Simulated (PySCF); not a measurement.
**Radial density of Br (bromine, neutral)**

BHandHLYP, [Ar] 3d10 4s1 4p6, 2S determinant (an excited configuration). Calculation: PySCF 2.14, in aug-cc-pVQZ-PP with one added diffuse shell each of s, p, d, f, g type with ECP10MDF (8s7p6d4f3g, 114 functions); a scalar-relativistic core potential. This is the valence pseudo-density: the core potential removes the inner electrons and smooths the orbitals near the nucleus.

```tsv
r (bohr)	4πr²ρ (e/bohr)	4πr²(ρα − ρβ)
0.000958	6.418e-05	0.0000
0.00161	0.0001780	0.0000
0.00271	0.0004795	0.0000
0.00456	0.001233	0.0001
0.00767	0.003011	0.0003
0.0129	0.006671	0.0006
0.0217	0.01309	0.0011
0.0365	0.02547	0.0017
0.0614	0.1008	0.0020
0.103	0.8134	0.0025
0.174	5.274	0.0111
0.292	21.12	0.1186
0.491	34.23	0.1423
0.827	12.40	0.1398
1.39	4.649	0.9120
2.34	2.587	0.2497
3.93	0.3282	-0.0351
6.62	0.005711	-0.0019
```

Energies and moments cover only the electrons outside the core potential.

Question: Where is the radial spin density 4πr²(ρα − ρβ) most negative, and why is it negative at all?

Answer: Around r = 3.93 bohr, down to -0.0351 e/bohr: exchange with the open shell polarises the paired shells in an unrestricted calculation.
